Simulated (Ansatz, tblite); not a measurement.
Cost and result up the ladder for AsH2(SMe) (CH₅AsS) (8 atoms). Total charge 0; singlet. Geometry: PBE0-D4/def2-TZVP.

```csv
atom,x (Å),y (Å),z (Å)
As1,1.646,0.256,0.394
H2,2.345,-1.039,0.795
H3,2.584,0.454,-0.789
S4,-0.002,-0.688,-0.780
C5,-1.414,0.139,-0.008
H6,-1.503,-0.118,1.047
H7,-2.299,-0.225,-0.533
H8,-1.357,1.221,-0.125
```

Ansatz on 4 threads of Intel Xeon 6975P-C on a shared host; xTB runs through tblite on one thread. Times are rough, summed over both states, and most runs start from the orbitals of an earlier one. PBE0-D4/def2-TZVP serves as the yardstick here, not as an exact answer. The other state is a doublet.

The xTB rows come from tblite.

Raw xTB energies of ions are shifted by several eV.

```csv
level,functions,wall time
GFN2-xTB,27,0.004 s
GFN1-xTB,32,0.008 s
PBE-D4/def2-TZVP,146,1.7 s
PBE0-D4/def2-TZVP (with forces),146,2.4 s
r2SCAN-D4/def2-TZVP,146,3 s
```

Estimate what each level gives for the vertical IE (eV).


```csv
level,vertical IE (eV),difference from PBE0-D4/def2-TZVP (eV)
GFN2-xTB,13.24,4.39
GFN1-xTB,14.72,5.88
PBE-D4/def2-TZVP,8.74,-0.10
PBE0-D4/def2-TZVP (with forces),8.85,0.00
r2SCAN-D4/def2-TZVP,8.78,-0.07
```
